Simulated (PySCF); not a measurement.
## Os (osmium, neutral) across methods

[Xe] 4f14 5d5 6s2 7s1, high-spin 7S determinant (an excited configuration). Computed with PySCF 2.14 in aug-cc-pVTZ-PP with one added diffuse shell each of s, p, d, f, g type with ECP60MDF (7s7p6d4f3g, 113 functions), with a scalar-relativistic core potential.

```json
{"method": "UHF", "E (hartree)": "-89.88790", "mean ε 6s α (eV)": "-14.049", "mean ε 6s β (eV)": "-11.121", "mean ε 7s α (eV)": "-2.463", "Σ⟨r²⟩ (bohr²)": "130.1", "⟨S²⟩": "12.017"}
{"method": "LDA", "E (hartree)": "-90.3689", "mean ε 6s α (eV)": "-11.429", "mean ε 6s β (eV)": "-9.630", "mean ε 7s α (eV)": "-1.720", "Σ⟨r²⟩ (bohr²)": "117.5", "⟨S²⟩": "12.004"}
{"method": "PBE0", "E (hartree)": "-90.5378", "mean ε 6s α (eV)": "-12.077", "mean ε 6s β (eV)": "-9.962", "mean ε 7s α (eV)": "-2.000", "Σ⟨r²⟩ (bohr²)": "120.6", "⟨S²⟩": "12.006"}
{"method": "PBE", "E (hartree)": "-90.5729", "mean ε 6s α (eV)": "-11.212", "mean ε 6s β (eV)": "-9.227", "mean ε 7s α (eV)": "-1.746", "Σ⟨r²⟩ (bohr²)": "119.3", "⟨S²⟩": "12.005"}
```

(1) Estimate the same row for r2SCAN.

Energies and moments cover only the electrons outside the core potential. Spin-orbit coupling, which splits the p, d and f shells strongly at this Z, is absent. The outer electron is Rydberg-like, and this basis confines it to a smaller radius and binds it less than a complete one would.

Results:

(1) E (hartree) = -90.5866; mean ε 6s α (eV) = -11.503; mean ε 6s β (eV) = -9.371; mean ε 7s α (eV) = -1.728; Σ⟨r²⟩ (bohr²) = 119.0; ⟨S²⟩ = 12.018.
